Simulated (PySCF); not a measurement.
SMILES COCC(C)[O], doublet at its GFN2-xTB optimised geometry (Å):

```
15

C      0.7428    -1.2015     1.3004
O      0.1823     0.0598     1.1006
C      0.6988     0.7166     0.0000
C      0.2183    -0.0395    -1.3288
C     -1.3031     0.0982    -1.4639
O      0.6759    -1.2799    -1.3180
H      0.7045    -1.7319     0.3082
H      0.1503    -1.7229     2.0480
H      1.7964    -1.1429     1.5950
H      1.7955     0.7166     0.0000
H      0.3036     1.7319     0.0000
H      0.7215     0.5518    -2.1259
H     -1.6276    -0.4295    -2.3573
H     -1.7955    -0.3476    -0.6035
H     -1.5891     1.1438    -1.5408
```

Method: unrestricted B3LYP/def2-TZVP (PySCF 2.14.0). Cells within 0.4 Å of a nucleus heavier than hydrogen are left out (blank, or x).

Map of the deformation density (molecule minus spherical neutral atoms) (e/bohr³) on the plane z = 0.0 Å:

```
|11111111111111111111111111111|
|11111111111111111111111111111|
|11111111111111111111111111111|
|11111111111111111111111111111|
|11111111111111111111111111111|
|11111111111111000111111111111|
|11111111111110000011111111111|
|11111111111100011111111111111|
|11111111111101295211111111111|
|11111111111101387311111111111|
|11111111111000257323210111111|
|1111111111000002xx67720011111|
|1111111111000001xx67720011111|
|11111111100000011123210011111|
|11111100000000000001100111111|
|11111100000000000000001111111|
|11111100000000000000011111111|
|11111110000000000000011111111|
|11111111111100000000111111111|
|11111111111110001100111111111|
|11111111111111001100111111111|
|11111111111111000000111111111|
|11111111111111100001111111111|
|11111111111111110011111111111|
|11111111111111111111111111111|
|11111111111111111111111111111|
|11111111111111111111111111111|
|11111111111111111111111111111|
|11111111111111111111111111111|
```
Scale: ten equal steps from -0.020 (start of '0') to 0.134 (end of '9'), in the order '0123456789'; x runs from -4.00 to 4.00, y from -4.00 (bottom) to 4.00 (top).
